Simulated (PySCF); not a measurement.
B2H5Si, CH3FSi2, ClFH2Si2, BH3NO (calculated)

Calculation on a computer-drawn molecule: the log of a Hartree-Fock and frozen-core CCSD(T) single point meant for a local Hartree-Fock minimum, with one planted fault or none, to be diagnosed. Offsets are logged minus clean, where the clean run is the same molecule without the fault. The reference is restricted for singlets and unrestricted otherwise, and also for a bond in bohr or an excited solution. Adding or removing an electron swaps singlet and doublet. The excited solution moves the top pair (singlet) or top alpha electron (doublet) to the lowest empty orbital. Highest occupied and lowest empty are orbital energies over both spins, largest force is the largest gradient component, triples share is (T) over the correlation energy, the T1 limit is 0.02 restricted and 0.045 unrestricted, electrons count all cores, a negative frequency is imaginary (commonest isotopes), and the dipole is about the centre of nuclear charge. Program: PySCF 2.14.0.

Common to all runs: logged SCF converged yes; logged CC converged yes; logged SCF stable within its kind yes; possible faults no fault, one electron removed, one electron added, multiplicity raised by two, geometry at a saddle point, SCF held on an excited solution, minimal basis STO-3G, one bond length entered in bohr, all coordinates scaled.

```json
{"entry": 1, "formula": "B2H5Si", "logged_structure": {"atoms_angstrom": [["B", -0.3812, 0.0345, -1.6525], ["B", -1.7192, -0.4356, -0.9519], ["Si", -3.4156, -0.6976, -2.0534], ["H", 0.5922, 0.387, -2.2243], ["H", -1.7659, -0.6469, 0.2297], ["H", -3.8834, -2.1035, -1.9438], ["H", -4.4957, 0.1885, -1.5479], ["H", -3.2282, -0.398, -3.4973]]}, "given": {"meant_charge": 0, "meant_multiplicity": 2, "meant_basis": "cc-pV(D+d)Z", "logged_electrons": 29, "logged_basis_functions": 76, "logged_spin_squared": 0.7573, "logged_highest_occupied [eV]": -8.943, "logged_lowest_empty [eV]": 0.82626, "logged_largest_force [hartree/bohr]": 1.725e-05, "logged_lowest_frequency [cm^-1]": 109.7, "logged_T1_diagnostic": 0.019634, "logged_D1_diagnostic": 0.05878, "logged_triples_share": 0.028062, "logged_dipole_magnitude [debye]": 1.7963, "logged_energy_HF [hartree]": -341.12491, "logged_energy_CCSD(T) [hartree]": -341.4361, "drawn_bonds_atom": [1, 2, 1, 2, 3, 3, 3], "drawn_bonds_other_atom": [2, 3, 4, 5, 6, 7, 8], "drawn_bonds_order": [1, 1, 1, 1, 1, 1, 1]}, "results": {"planted_fault": "no fault", "HF_energy_offset_from_clean_run [kcal/mol]": 0.0, "CCSD(T)_energy_offset_from_clean_run [kcal/mol]": 0.0}}
{"entry": 2, "formula": "CH3FSi2", "logged_structure": {"atoms_angstrom": [["F", -1.4085, -0.0442, -2.0849], ["Si", -0.4836, 1.0498, -1.3862], ["C", 1.1968, 0.9344, -1.2014], ["Si", 2.2533, -0.4701, -1.771], ["H", -1.3841, 2.125, -0.9627], ["H", 1.6634, 1.7794, -0.6977], ["H", 1.1329, -1.3091, -2.3669]]}, "given": {"meant_charge": 0, "meant_multiplicity": 1, "meant_basis": "cc-pV(D+d)Z", "logged_electrons": 45, "logged_basis_functions": 89, "logged_spin_squared": 0.7684, "logged_highest_occupied [eV]": -15.045, "logged_lowest_empty [eV]": -5.9913, "logged_largest_force [hartree/bohr]": 0.06959, "logged_T1_diagnostic": 0.019473, "logged_D1_diagnostic": 0.061323, "logged_triples_share": 0.031428, "logged_dipole_magnitude [debye]": 4.1262, "logged_energy_HF [hartree]": -716.62622, "logged_energy_CCSD(T) [hartree]": -717.14778, "drawn_bonds_atom": [1, 2, 3, 2, 3, 4], "drawn_bonds_other_atom": [2, 3, 4, 5, 6, 7], "drawn_bonds_order": [1, 2, 1, 1, 1, 1]}, "results": {"planted_fault": "one electron removed", "HF_energy_offset_from_clean_run [kcal/mol]": 163.3, "CCSD(T)_energy_offset_from_clean_run [kcal/mol]": 182.1}}
{"entry": 3, "formula": "ClFH2Si2", "logged_structure": {"atoms_angstrom": [["F", -2.0286, -0.4843, 0.638], ["Si", -1.3949, -0.1281, -0.8033], ["Si", -1.182, 2.2294, -1.1464], ["Cl", 2.3476, -1.3168, -0.7311], ["H", -2.1101, -0.9676, -1.7758], ["H", -0.9859, 1.9948, -2.6299]]}, "given": {"meant_charge": 0, "meant_multiplicity": 1, "meant_basis": "cc-pV(D+d)Z", "logged_electrons": 56, "logged_basis_functions": 93, "logged_spin_squared": 1.3372, "logged_highest_occupied [eV]": -8.8837, "logged_lowest_empty [eV]": -1.0515, "logged_largest_force [hartree/bohr]": 0.016016, "logged_T1_diagnostic": 0.044472, "logged_D1_diagnostic": 0.21238, "logged_triples_share": 0.022716, "logged_dipole_magnitude [debye]": 1.6085, "logged_energy_HF [hartree]": -1137.91752, "logged_energy_CCSD(T) [hartree]": -1138.44445, "drawn_bonds_atom": [1, 2, 2, 2, 3], "drawn_bonds_other_atom": [2, 3, 4, 5, 6], "drawn_bonds_order": [1, 1, 1, 1, 1]}, "results": {"planted_fault": "one bond length entered in bohr, row 3 of the drawn bonds", "HF_energy_offset_from_clean_run [kcal/mol]": 71.78, "CCSD(T)_energy_offset_from_clean_run [kcal/mol]": 88.76}}
{"entry": 4, "formula": "BH3NO", "logged_structure": {"atoms_angstrom": [["N", -0.2017, -0.5086, 2.7896], ["B", -0.5708, -1.4649, 1.705], ["O", -1.7319, -1.5834, 1.1782], ["H", 0.7561, -0.2387, 2.8814], ["H", -0.8231, 0.2642, 2.9268], ["H", 0.4365, -2.1633, 1.399]]}, "given": {"meant_charge": -1, "meant_multiplicity": 1, "meant_basis": "aug-cc-pVDZ", "logged_electrons": 24, "logged_basis_functions": 96, "logged_spin_squared": 2.014, "logged_highest_occupied [eV]": 0.91316, "logged_lowest_empty [eV]": 3.6295, "logged_largest_force [hartree/bohr]": 0.12009, "logged_T1_diagnostic": 0.039756, "logged_D1_diagnostic": 0.19927, "logged_triples_share": 0.032807, "logged_dipole_magnitude [debye]": 9.7476, "logged_energy_HF [hartree]": -155.7606, "logged_energy_CCSD(T) [hartree]": -156.23761, "drawn_bonds_atom": [1, 2, 1, 1, 2], "drawn_bonds_other_atom": [2, 3, 4, 5, 6], "drawn_bonds_order": [1, 1, 1, 1, 1]}, "results": {"planted_fault": "multiplicity raised by two", "HF_energy_offset_from_clean_run [kcal/mol]": 46.7, "CCSD(T)_energy_offset_from_clean_run [kcal/mol]": 76.63}, "notes": ["highest electron not bound in this basis"]}
```
